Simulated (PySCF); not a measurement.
Electron correlation in Ru (ruthenium, neutral)

[Kr] 4d7 5p1, one real determinant (an excited configuration). Calculation: PySCF 2.14, in x2c-TZVPPall (8s6p6d2f1g, 79 functions); the spin-free X2C one-electron Hamiltonian (Gaussian nucleus). Frozen: [Kr]; 8 electrons correlated.

```csv
level,correlation energy (mhartree)
CCSD,-174.46
(T),-7.01
CCSD(T),-181.47
```

Diagnostics: T1 = 0.016, D1 = 0.0595, largest double amplitude 0.071.

Is a single reference adequate?

Mostly. T1 lies below 0.03, but a double amplitude of this size points to a near-degeneracy that CCSD handles and MP2 describes poorly.

The basis was made for the ground configuration and has no added diffuse functions, which can raise the energy of the promoted electron.

The reference is one real determinant that mixes LS terms of this configuration.
